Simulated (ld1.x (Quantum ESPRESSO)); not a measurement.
**Scattering properties, PAW potential for nickel**

Ni (Z = 28), PAW, made with ld1.x (Quantum ESPRESSO) 7.5 (LDA (PZ), scalar-relativistic). Core [Ne], reference 3s2 3p6 3d8 4s2 4p0. Waves: 3s (bound): rcut 1.20, rcutus 1.30 bohr; 4s (bound): rcut 1.20, rcutus 1.30 bohr; 3p (bound): rcut 1.25, rcutus 1.60 bohr; 4p (bound, empty): rcut 1.25, rcutus 1.60 bohr; 3d (bound): rcut 1.15, rcutus 1.50 bohr; 3d channel at 4.25 Ry: rcut 1.15, rcutus 1.50 bohr. Local part: all-electron potential smoothed inside 1.25 bohr (lloc = -1). Core correction: a·sin(br)/r model core inside 1.35 bohr. Augmentation charge: PSQ, radius 1.05 bohr.

The phase is arctan(r·u′/u) with u = r·R(r), unwrapped; energies in Ry, scanned from -10 to 5 Ry. A pole is an energy at which the radial function vanishes at the test radius. The pseudo phase is shifted by a multiple of π to meet the all-electron one at the reference energy, and phase errors are pseudo minus all-electron; the curves can meet again beyond the range given. Levels narrower than the energy grid can be missing from the lists of poles.

Task: For each channel, where are the poles, and over which energies does the pseudopotential scatter like the atom?

Result:

```tsv
channel	radius (bohr)	reference energy (Ry)	poles, all-electron	poles, pseudo	unbroken range about the reference energy with phases within 0.05 rad	phase error 1 Ry above the reference energy (rad)
s	1.75	-0.43	-8.00	-8.00	the whole range	+0.001
p	1.75	-0.10	-5.03	-5.04, 3.44	-5.4 to 0.9	-0.049
d	1.75	-0.67	-0.12	-0.12	the whole range	+0.002
```

The ghost test of this file was not conclusive. Its overlap operator is not positive definite in a basis up to 400 Ry (lowest eigenvalue s -0.01, p -0.23), so the file is unfit for use: the generalised eigenproblem breaks down once the basis is large enough, and its test numbers describe a broken file.

Phases in the p channel:

```csv
E (Ry),all-electron,pseudo
-10.00,1.374,1.355
-9.52,1.367,1.347
-9.04,1.359,1.339
-8.56,1.351,1.330
-8.08,1.340,1.319
-7.60,1.326,1.304
-7.12,1.308,1.285
-6.64,1.280,1.255
-6.16,1.225,1.197
-5.68,1.015,0.970
-5.20,-1.385,-1.385
-4.72,-1.689,-1.700
-4.24,-1.757,-1.770
-3.76,-1.795,-1.809
-3.28,-1.824,-1.838
-2.80,-1.852,-1.865
-2.32,-1.881,-1.893
-1.84,-1.914,-1.924
-1.36,-1.954,-1.961
-0.88,-2.003,-2.007
-0.40,-2.067,-2.068
0.08,-2.155,-2.156
0.56,-2.284,-2.297
1.04,-2.481,-2.558
1.52,-2.790,-3.092
2.00,-3.224,-3.849
2.48,-3.669,-4.331
2.96,-3.994,-4.572
3.44,-4.203,-4.714
3.92,-4.337,-4.813
4.40,-4.429,-4.894
4.88,-4.496,-4.968
```
